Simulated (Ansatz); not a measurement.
Geometry optimisation, DFT PBE-D3(BJ), scalar-relativistic, plane waves, PAW (Ansatz).

The input (input.yaml):

```yaml
crystal:
  lattice:
    - [9.9, 0.0, 0.0]
    - [0.0, 7.000357, 0.0]
    - [0.0, 0.0, 16.250268]
  atoms:
    - { symbol: Pb, position: [0.25, 0.25, 0.06153745] }
    - { symbol: Pb, position: [0.75, 0.25, 0.06153745] }
    - { symbol: Pb, position: [0.25, 0.75000001, 0.06153745] }
    - { symbol: Pb, position: [0.75, 0.75000001, 0.06153745] }
    - { symbol: Pb, position: [0.0, 0.0, 0.16923347] }
    - { symbol: Pb, position: [0.5, 0.0, 0.16923347] }
    - { symbol: Pb, position: [0.0, 0.50000001, 0.16923347] }
    - { symbol: Pb, position: [0.5, 0.50000001, 0.16923347] }
    - { symbol: Pb, position: [0.25, 0.25, 0.2769295] }
    - { symbol: Pb, position: [0.75, 0.25, 0.2769295] }
    - { symbol: Pb, position: [0.25, 0.75000001, 0.2769295] }
    - { symbol: Pb, position: [0.75, 0.75000001, 0.2769295] }
    - { symbol: Pb, position: [0.0, 0.0, 0.38462552] }
    - { symbol: Pb, position: [0.5, 0.0, 0.38462552] }
    - { symbol: Pb, position: [0.0, 0.50000001, 0.38462552] }
    - { symbol: Pb, position: [0.5, 0.50000001, 0.38462552] }
    - { symbol: Ca, position: [0.83333333, 0.66666668, 0.54462289] }
basis:
  ecutwfc: 420.0
kpoints:
  mp_grid: { grid: [2, 3, 1] }
hamiltonian:
  xc: pbe
  dispersion: d3bj
scf:
  occupations: { method: gaussian, width: 0.05 }
  lower_state_search: "off"
relax:
  f_tol: 0.03
  max_steps: 60
  adjacent_minimum: "off"
  constraints: [{ sites: [0, 1, 2, 3] }]
```

Launched with:

```bash
$ ansatz run input.yaml --threads 4 --pin off --max-ram 10240MiB --backend cpu --events-out ev --progress --plain --runs-dir out
```

Question: Where does it end, and by what steps?

Answer: The forces met the threshold. Limits of this set-up: coarse k mesh, thin slab, slab without dipole correction, a typed lattice constant that wasn't relaxed here. After 12 steps the energy has fallen by 1.380 eV; Ca17 moved furthest, 1.86 Å. Joined: Pb12–Ca17 (4.47 → 3.08 Å), Pb14–Ca17 (4.81 → 3.37 Å), Pb16–Ca17 (4.36 → 3.29 Å).

```
step  energy less start (eV)  largest force component (eV/Å)  accepted
   0                  0.0000                           0.422       yes
   1                 -0.2830                           0.500       yes
   2                 -0.4378                           0.711       yes
   3                 -0.5997                           0.716       yes
   4                 -0.7582                           0.688       yes
   5                 -0.9129                           0.627       yes
   6                 -1.0543                           0.512       yes
   7                 -1.1882                           0.400       yes
   8                 -1.2986                           0.269       yes
   9                 -1.3653                           0.101       yes
  10                 -1.3775                           0.057       yes
  11                 -1.3728                           0.084        no
  12                 -1.3800                           0.013       yes
```

```xyz
17
Lattice="9.9000 0.0000 0.0000 0.0000 7.0004 0.0000 0.0000 0.0000 16.2503" Properties=species:S:1:pos:R:3
Pb 2.475 1.750 1.000
Pb 7.425 1.750 1.000
Pb 2.475 5.250 1.000
Pb 7.425 5.250 1.000
Pb 0.036 -0.031 2.492
Pb 4.914 -0.031 2.492
Pb 0.032 3.442 2.488
Pb 4.918 3.441 2.488
Pb 2.477 1.698 4.462
Pb 7.424 1.757 4.427
Pb 2.477 5.217 4.423
Pb 7.424 5.261 4.158
Pb -0.007 -0.072 5.887
Pb 4.958 -0.074 5.888
Pb 0.038 3.412 5.878
Pb 4.914 3.413 5.881
Ca 7.427 5.059 7.229
```

Whether the end is a true minimum wasn't checked by a vibrational analysis.

The run took 2.2 min on 4 threads of Intel(R) Xeon(R) Platinum 8488C (Sapphire Rapids), on a shared host, peak memory 2.5 GiB.
